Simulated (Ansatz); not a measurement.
Basis-set extrapolation for `N[SiH](F)CCl` (PBE0-D4/def2-TZVP geometry, frozen core, Ansatz 0.2.0). Multiplicity 1, RHF reference.

|  | def2-TZVPP | def2-QZVPP |
| --- | --- | --- |
| HF | -943.324138 | -943.355921 |
| MP2 correlation | -0.944801 | -1.025640 |
| CCSD(T) correlation | -1.024164 | not run |

Energies in hartree. Use E(X) = E(∞) + A·exp(−7.88·√X) for Hartree–Fock and E(X) = E(∞) + B·X^(−2.97) for correlation, with X = 3 and 4, and add CCSD(T) minus MP2 of the smaller set to the MP2 limit.

Question: What is the CCSD(T) energy at the basis-set limit?

Answer: HF limit: -943.355921 + (-0.031783) × 0.13774 = -943.36030. MP2 limit: -1.025640 + (-0.080839) × 0.74074 = -1.08552. Higher-order term: -1.024164 − (-0.944801) = -0.07936. Total: -944.52518 hartree, 111.0 kcal/mol below CCSD(T)/def2-TZVPP.
